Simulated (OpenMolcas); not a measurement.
Worked example: vertical ionisation energy of C10H14 (isobutylbenzene)

C10H14: 24 atoms, total charge 0, spin state singlet. SMILES: `CC(C)Cc1ccccc1`. The shape is that of a GFN2-xTB optimisation. This is one conformer, not always the lowest.

Both states at this one shape; open shells run unrestricted unless said. 1 Eh = 27.2114 eV.

```tsv
level	program	singlet C10H14 (Eh)	doublet [C10H14]+ (Eh)	HOMO of the first (eV)
r2SCAN50/ANO-S-MB	OpenMolcas	-388.462485	-388.015815	-11.12
r2SCAN50/ANO-S-VDZ	OpenMolcas	-389.129759	-388.799274	-8.19
r2SCAN50/ANO-S-VDZP (RICD fitting)	OpenMolcas	-389.271533	-388.951924	-7.98
```

Problem. Work out the vertical ionisation energy at each level.

Solution. 
1. r2SCAN50/ANO-S-MB: -388.015815 − (-388.462485) = 0.446670 Eh = 12.15 eV; −ε(HOMO) = 11.12 eV.
2. r2SCAN50/ANO-S-VDZ: -388.799274 − (-389.129759) = 0.330485 Eh = 8.99 eV; −ε(HOMO) = 8.19 eV.
3. r2SCAN50/ANO-S-VDZP (RICD fitting): -388.951924 − (-389.271533) = 0.319609 Eh = 8.70 eV; −ε(HOMO) = 7.98 eV.

No measured value is set beside it here; the levels span 8.70 to 12.15 eV. Minimal sets are far from the basis-set limit.
